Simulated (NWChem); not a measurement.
All runs are NWChem calculations. System: C₂H₆AlF, charge 0, spin multiplicity 1, at a geometry optimised with PBE/def2-SVP. The structure started from a generated list of species. Level: RHF/def2-TZVP.

Job file:

```
start mol
memory heap 200 mb stack 900 mb global 1100 mb
geometry units angstroms nocenter noautoz noautosym
  Al    -0.025256     0.017946    -0.028455
  C      1.782392    -0.214644    -0.743099
  H      2.174764    -1.234433    -0.544167
  H      2.485364     0.492692    -0.250926
  H      1.835085    -0.028702    -1.834758
  C     -0.665561    -0.532541     1.737678
  H     -1.387094    -1.372741     1.640973
  H     -1.211934     0.291781     2.242598
  H      0.149374    -0.869675     2.410312
  F     -1.157580     0.774544    -1.029065
end
basis spherical
  * library def2-tzvp
end
scf
  rhf
  nopen 0
  maxiter 100
  thresh 1e-7
  semidirect memsize 60000000 filesize 0
end
task scf energy
```

Output (cleaned and shortened):

```
             Northwest Computational Chemistry Package (NWChem) 7.3.0
             --------------------------------------------------------

                                NWChem Input Module
                                -------------------

 Scaling coordinates for geometry "geometry" by  1.889725989
 (inverse scale =  0.529177249)

                             Geometry "geometry" -> ""
                             -------------------------

 Output coordinates in angstroms (scale by  1.889725989 to convert to a.u.)

  No.       Tag          Charge          X              Y              Z
 ---- ---------------- ---------- -------------- -------------- --------------
    1 Al                  13.0000    -0.02525600     0.01794600    -0.02845500
    2 C                    6.0000     1.78239200    -0.21464400    -0.74309900
    3 H                    1.0000     2.17476400    -1.23443300    -0.54416700
    4 H                    1.0000     2.48536400     0.49269200    -0.25092600
    5 H                    1.0000     1.83508500    -0.02870200    -1.83475800
    6 C                    6.0000    -0.66556100    -0.53254100     1.73767800
    7 H                    1.0000    -1.38709400    -1.37274100     1.64097300
    8 H                    1.0000    -1.21193400     0.29178100     2.24259800
    9 H                    1.0000     0.14937400    -0.86967500     2.41031200
   10 F                    9.0000    -1.15758000     0.77454400    -1.02906500

 Effective nuclear repulsion energy (a.u.)     151.4311849824

            Nuclear Dipole moment (a.u.)
            ----------------------------
        X                 Y               Z
 ---------------- ---------------- ----------------
    -0.0000056692     0.0000113384     0.0000113384


 Summary of "ao basis" -> "" (spherical)
 ------------------------------------------------------------------------------
       Tag                 Description            Shells   Functions and Types
 ---------------- ------------------------------  ------  ---------------------
 *                         def2-tzvp                  on all atoms

 Summary of "ao basis" -> "ao basis" (spherical)
 ------------------------------------------------------------------------------
       Tag                 Description            Shells   Functions and Types
 ---------------- ------------------------------  ------  ---------------------
 Al                        def2-tzvp                13       37   5s5p2d1f
 C                         def2-tzvp                11       31   5s3p2d1f
 H                         def2-tzvp                 4        6   3s1p
 F                         def2-tzvp                11       31   5s3p2d1f

                                 NWChem SCF Module
                                 -----------------

  ao basis        = "ao basis"
  functions       =   166
  atoms           =    10
  closed shells   =    20
  open shells     =     0
  charge          =   0.00
  wavefunction    = RHF
  use symmetry    = F
  symmetry adapt  = F

 Summary of "ao basis" -> "ao basis" (spherical)
 ------------------------------------------------------------------------------
       Tag                 Description            Shells   Functions and Types
 ---------------- ------------------------------  ------  ---------------------
 Al                        def2-tzvp                13       37   5s5p2d1f
 C                         def2-tzvp                11       31   5s3p2d1f
 H                         def2-tzvp                 4        6   3s1p
[...]
    4  -11.2045
    5   -4.8842
    6   -3.2007
    7   -3.1982
    8   -3.1970
    9   -1.5128
   10   -0.9244
   11   -0.9143
   12   -0.6530
   13   -0.6042
   14   -0.5996
   15   -0.5479
   16   -0.5426
   17   -0.5377
   18   -0.5362
   19   -0.4810
   20   -0.4057
   21    0.0836
   22    0.0865
   23    0.1408
   24    0.1514
   25    0.2032
   26    0.2073
   27    0.2118
   28    0.2163
   29    0.2423
   30    0.2614

                       ROHF Final Molecular Orbital Analysis
                       -------------------------------------

 Vector   18  Occ=2.000000D+00  E=-5.362477D-01
              MO Center=  6.1D-01, -3.8D-01,  4.7D-01, r^2= 5.1D+00
   Bfn.  Coefficient  Atom+Function         Bfn.  Coefficient  Atom+Function
  ----- ------------  ---------------      ----- ------------  ---------------
    92     -0.181275   6 C  px               45      0.178534   2 C  pz
   131     -0.175557   9 H  s                82     -0.168980   5 H  s
    95     -0.152208   6 C  px

 Vector   19  Occ=2.000000D+00  E=-4.810415D-01
              MO Center=  4.1D-01, -2.7D-01,  3.4D-01, r^2= 3.5D+00
   Bfn.  Coefficient  Atom+Function         Bfn.  Coefficient  Atom+Function
  ----- ------------  ---------------      ----- ------------  ---------------
     4      0.332568   1 Al s                 3     -0.201027   1 Al s
    43     -0.200434   2 C  px               46     -0.191661   2 C  px
    94     -0.186087   6 C  pz               97     -0.178179   6 C  pz

 Vector   20  Occ=2.000000D+00  E=-4.057242D-01
              MO Center=  4.3D-01, -2.9D-01,  3.8D-01, r^2= 3.6D+00
   Bfn.  Coefficient  Atom+Function         Bfn.  Coefficient  Atom+Function
  ----- ------------  ---------------      ----- ------------  ---------------
    43      0.218895   2 C  px               46      0.208402   2 C  px
    94     -0.209163   6 C  pz               97     -0.199929   6 C  pz
    17      0.195408   1 Al pz               15     -0.186982   1 Al px

 Vector   21  Occ=0.000000D+00  E= 8.360325D-02
              MO Center= -1.1D-02, -1.6D-01, -5.5D-02, r^2= 5.4D+00
   Bfn.  Coefficient  Atom+Function         Bfn.  Coefficient  Atom+Function
  ----- ------------  ---------------      ----- ------------  ---------------
    19      1.010744   1 Al py               20      0.411934   1 Al pz
    18      0.235008   1 Al px               91      0.218446   6 C  s
     5     -0.214862   1 Al s                16      0.198443   1 Al py
    50     -0.196096   2 C  py               99     -0.166874   6 C  py
    42      0.163183   2 C  s

 Vector   22  Occ=0.000000D+00  E= 8.653888D-02
              MO Center=  4.9D-01, -1.6D-01,  4.9D-01, r^2= 8.1D+00
   Bfn.  Coefficient  Atom+Function         Bfn.  Coefficient  Atom+Function
  ----- ------------  ---------------      ----- ------------  ---------------
     5      3.486722   1 Al s                42     -3.333422   2 C  s
    91     -3.262616   6 C  s               120      0.815727   7 H  s
    77      0.730294   4 H  s               126      0.706004   8 H  s
    18      0.613534   1 Al px               71      0.555338   3 H  s
   100      0.512012   6 C  pz               83      0.503307   5 H  s

 Vector   23  Occ=0.000000D+00  E= 1.407615D-01
              MO Center= -1.1D-01,  4.6D-02, -3.2D-02, r^2= 1.2D+01
   Bfn.  Coefficient  Atom+Function         Bfn.  Coefficient  Atom+Function
  ----- ------------  ---------------      ----- ------------  ---------------
    91     -3.957676   6 C  s                42      3.705719   2 C  s
    20      1.899073   1 Al pz               18     -1.813141   1 Al px
   120      0.755808   7 H  s               132      0.752484   9 H  s
    77     -0.739516   4 H  s                71     -0.723357   3 H  s
   126      0.704720   8 H  s                83     -0.600999   5 H  s

------------------------------------------------------------
EAF file 0: "./mol.aoints.0" size=524288 bytes
------------------------------------------------------------
               write      read    awrite     aread      wait
               -----      ----    ------     -----      ----
     calls:        1        20         0         0         0
   data(b): 5.24e+05  1.05e+07  0.00e+00  0.00e+00
   time(s): 0.00e+00  0.00e+00  0.00e+00  0.00e+00  0.00e+00
rate(mb/s): 0.00e+00  0.00e+00
------------------------------------------------------------

 center of mass
 --------------
 x =  -0.12911277 y =   0.08676534 z =  -0.11659207

 moments of inertia (a.u.)
 ------------------
         356.515161368353          61.558742494988          61.875138453534
          61.558742494988         594.548087106969          97.310452343484
          61.875138453534          97.310452343484         378.950066426097

  Mulliken analysis of the total density
  --------------------------------------

    Atom       Charge   Shell Charges
 -----------   ------   -------------------------------------------------------
    1 Al  13    12.02   2.00  0.65  1.33  0.63  0.12  2.92  2.28  0.82  0.75  0.09  0.21  0.11  0.10
    2 C    6     6.64   0.85  1.12  0.46  0.69  0.12  1.23  1.51  0.60  0.01  0.03  0.00
    3 H    1     0.88   0.26  0.49  0.11  0.02
    4 H    1     0.88   0.25  0.49  0.11  0.02
    5 H    1     0.86   0.26  0.48  0.10  0.02
    6 C    6     6.64   0.85  1.12  0.46  0.69  0.12  1.23  1.51  0.60  0.01  0.03  0.00
    7 H    1     0.87   0.25  0.49  0.11  0.02
    8 H    1     0.87   0.25  0.48  0.11  0.02
    9 H    1     0.87   0.26  0.49  0.11  0.02
   10 F    9     9.47   0.77  1.20  0.59  1.00  0.35  2.24  2.29  1.02  0.00  0.01  0.00

       Multipole analysis of the density wrt the origin
       ------------------------------------------------

     L   x y z        total         open         nuclear
     -   - - -        -----         ----         -------
     0   0 0 0     -0.000000      0.000000     40.000000

     1   1 0 0      0.544665      0.000000     -0.000006
     1   0 1 0     -0.364025      0.000000      0.000011
     1   0 0 1      0.479710      0.000000      0.000011

     2   2 0 0    -26.019294      0.000000    183.827204
     2   1 1 0      1.927087      0.000000    -29.769345
     2   1 0 1     -0.688188      0.000000    -49.865696
     2   0 2 0    -22.053429      0.000000     42.405556
     2   0 1 1      2.247025      0.000000    -53.098668
     2   0 0 2    -25.445963      0.000000    172.227737

 Task  times  cpu:       24.9s     wall:       24.9s

 Total times  cpu:       24.9s     wall:       24.9s
```
